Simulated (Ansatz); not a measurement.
Compare A (`B[Si](O)(O)F`) with its isomer B (`O[SiH2]OBF`).

Calculated with Ansatz (gas phase, PBE0-D4/def2-TZVP geometries, no zero-point term in ΔE). CBS: MP2 limit from def2 TZ/QZ plus the TZ coupled-cluster correction, frozen cores. Functionals use def2-TZVPP. B3LYP here is the variant with VWN-RPA as its local correlation; programs differ in this. One conformer a species, not always the lowest.

Task: Which is lower in electronic energy at CCSD(T)/CBS, and by how much? (An estimate is asked.)

Result: Computed: B, by 37.1 kcal/mol.

Task: Give E(B) − E(A) in kcal/mol with CCSD/def2-TZVPP, BLYP-D4, MP2/def2-TZVPP, B3LYP-D4, ωB97M-V, B3LYP, PBE0-D4. (Estimate.)

Result: Ansatz gave: CCSD/def2-TZVPP -38.0, BLYP-D4 -38.8, MP2/def2-TZVPP -39.2, B3LYP-D4 -39.0, ωB97M-V -38.8, B3LYP -39.6, PBE0-D4 -37.6. None reverses the order clearly.

Task: Does the order hold for the free energy at 298.15 K (harmonic terms from PBE0-D4)? (An estimate is asked.)

Result: Ansatz gave: Yes: G(B) − G(A) = -37.1 kcal/mol, for one conformer each. Modes under 60 cm⁻¹, often nearly free rotors, make the harmonic entropy too high.

Largest T1 diagnostic: 0.013.

In def2-TZVPP, CCSD(T) changes the Hartree–Fock value by +2.1 kcal/mol (the triples alone add −0.2 kcal/mol) and MP2 by +1.1 kcal/mol. Leaving LDA and LC-ωPBE aside and taking each functional with its dispersion term where it has one, the values, not all of them listed here, spread over 3.6 kcal/mol, from CAM-B3LYP-D4 to revPBE-D4. LDA lies −2.9 kcal/mol from PBE without D4.
